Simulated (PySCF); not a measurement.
Highest orbital energy against ionisation energy along group 13

Calculated with PySCF 2.14, no spin-orbit coupling. Each cell gives −ε(HOMO) / ΔSCF in eV; NIST values include spin-orbit coupling, (s) semi-empirical, (t) theoretical.

```
                                                                                        species              UHF              LDA              PBE             PBE0           r2SCAN  NIST (lowest levels)
     B⁺ (aug-cc-pVQZ with one added diffuse shell each of s, p, d, f, g type, non-relativistic)  23.778 / 23.443  19.406 / 24.551  19.503 / 24.603  20.792 / 24.560  19.731 / 24.264                25.155
Al⁺ (aug-cc-pV(Q+d)Z with one added diffuse shell each of s, p, d, f, g type, non-relativistic)  17.750 / 17.521  14.895 / 18.899  14.785 / 18.763  15.739 / 18.656  14.935 / 18.380                18.829
Ga⁺ (aug-cc-pVQZ-PP with one added diffuse shell each of s, p, d, f, g type with ECP10MDF, ECP)  19.026 / 18.745  16.599 / 21.099  16.234 / 20.678  17.145 / 20.362  16.581 / 20.491                20.515
In⁺ (aug-cc-pVQZ-PP with one added diffuse shell each of s, p, d, f, g type with ECP28MDF, ECP)  17.281 / 17.009  15.370 / 19.494  14.980 / 19.049  15.776 / 18.716  15.199 / 18.803                18.870
Tl⁺ (aug-cc-pVQZ-PP with one added diffuse shell each of s, p, d, f, g type with ECP60MDF, ECP)  18.720 / 18.363  16.668 / 20.973  16.268 / 20.506  17.129 / 20.189  16.479 / 20.321                20.428
```

Question: How far is −ε(HOMO) from ΔSCF on average for each method, and why?

Answer: UHF 0.29 eV; LDA -4.42 eV; PBE -4.37 eV; PBE0 -3.18 eV; r2SCAN -3.87 eV. Hartree-Fock orbital energies lack relaxation and so exceed the ΔSCF value; semilocal functionals have convex E(N) from self-interaction, so their HOMO lies far too high; exact exchange moves hybrids part of the way back.
